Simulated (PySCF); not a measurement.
BH2, SMILES [BH2] (connectivity only; charge and spin as stated), charge +1, multiplicity 1.

Coordinates come from a PBE0-D3(BJ)/def2-TZVPD optimisation. The spin state was assumed, not searched. The isomer is the one that the SMILES or the coordinates give; other isomers of the formula were not compared.

All values below come from PBE0-D3(BJ)/def2-TZVPD in PySCF 2.14.0.

Frequencies are harmonic and unscaled.

Modes within 1.5 cm⁻¹ of each other (mostly degenerate sets) share a row, with their intensities summed.

Computed normal modes with their intensities:
| mode | ν (cm⁻¹) | IR (km/mol) | moving atoms (share of kinetic energy) |
|---|---|---|---|
| 1–2 | 993 | 69.1 | H 84 %, B 16 % |
| 3 | 2657 | 0.0 | H 100 % |
| 4 | 2948 | 40.4 | H 84 %, B 16 % |
